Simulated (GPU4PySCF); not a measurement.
C12F4N4, SMILES c1(F)c(c(=C(C#N)C#N)c(c(F)c1=C(C#N)C#N)F)F. Atoms are numbered in the order given.

```xyz
20

N      3.8136     2.7059    -1.1611
C      3.2971     1.7395    -0.8053
C      2.7634     0.5000    -0.3567
C      3.7776    -0.4628    -0.0986
N      4.6611    -1.1790     0.0848
C      1.4188     0.2599    -0.1910
C      0.9078    -1.0050     0.2649
F      1.7574    -1.9728     0.5348
C     -0.4114    -1.2405     0.4276
F     -0.7911    -2.4278     0.8492
C     -1.4153    -0.2462     0.1586
C     -2.7599    -0.4864     0.3243
C     -3.7741     0.4763     0.0662
N     -4.6577     1.1924    -0.1177
C     -3.2936    -1.7258     0.7731
N     -3.8100    -2.6921     1.1292
C     -0.9043     1.0186    -0.2973
F     -1.7539     1.9865    -0.5671
C      0.4149     1.2542    -0.4601
F      0.7946     2.4414    -0.8816
```
Charge 0, spin multiplicity 1.

Coordinates come from a PBE0-D3(BJ)/def2-TZVP optimisation.

Two levels are set side by side: PBE-D3(BJ)/def2-TZVP (GPU4PySCF) and PBE0-D3(BJ)/def2-TZVP (GPU4PySCF). Each level has its own optimised geometry; the coordinates shown are those of the second. Frequencies come from the Hessian of GPU4PySCF at each geometry. Differences are taken from unrounded values.

| quantity | PBE0-D3(BJ) |
|---|---|
| mean bond length (Å) | 1.338 |
| bond N1–C2 (Å) | 1.152 |
| bond C2–C3 (Å) | 1.422 |
| bond C3–C4 (Å) | 1.422 |
| bond C3–C6 (Å) | 1.376 |
| bond C4–N5 (Å) | 1.152 |
| bond C6–C7 (Å) | 1.438 |
| bond C6–C19 (Å) | 1.438 |
| bond C7–F8 (Å) | 1.316 |
| bond C7–C9 (Å) | 1.350 |
| bond C9–F10 (Å) | 1.316 |
| bond C9–C11 (Å) | 1.438 |
| bond C11–C12 (Å) | 1.376 |
| bond C11–C17 (Å) | 1.438 |
| bond C12–C13 (Å) | 1.422 |
| bond C12–C15 (Å) | 1.422 |
| bond C13–N14 (Å) | 1.152 |
| highest harmonic wavenumber (cm⁻¹) | 2362 |
| mean harmonic wavenumber (cm⁻¹) | 781 |
| zero-point energy (kcal/mol) | 60.25 |

**Question.** What does PBE-D3(BJ) give, and how far is it from PBE0-D3(BJ)? (Estimate from the structure and the level; the computed values follow.)

**Answer.** 
| quantity | PBE-D3(BJ) | PBE-D3(BJ) minus PBE0-D3(BJ) |
|---|---|---|
| mean bond length (Å) | 1.349 | 0.011 |
| bond N1–C2 (Å) | 1.168 | 0.015 |
| bond C2–C3 (Å) | 1.423 | 0.001 |
| bond C3–C4 (Å) | 1.423 | 0.001 |
| bond C3–C6 (Å) | 1.398 | 0.022 |
| bond C4–N5 (Å) | 1.168 | 0.015 |
| bond C6–C7 (Å) | 1.440 | 0.002 |
| bond C6–C19 (Å) | 1.440 | 0.002 |
| bond C7–F8 (Å) | 1.333 | 0.017 |
| bond C7–C9 (Å) | 1.368 | 0.018 |
| bond C9–F10 (Å) | 1.333 | 0.017 |
| bond C9–C11 (Å) | 1.440 | 0.002 |
| bond C11–C12 (Å) | 1.398 | 0.022 |
| bond C11–C17 (Å) | 1.440 | 0.002 |
| bond C12–C13 (Å) | 1.423 | 0.001 |
| bond C12–C15 (Å) | 1.423 | 0.001 |
| bond C13–N14 (Å) | 1.168 | 0.015 |
| highest harmonic wavenumber (cm⁻¹) | 2238 | -125 |
| mean harmonic wavenumber (cm⁻¹) | 743 | -37 |
| zero-point energy (kcal/mol) | 57.38 | -2.87 |

GGA bonds tend to be longer and softer than those of functionals with exact exchange. Differences between two approximate levels are no errors against the true value.
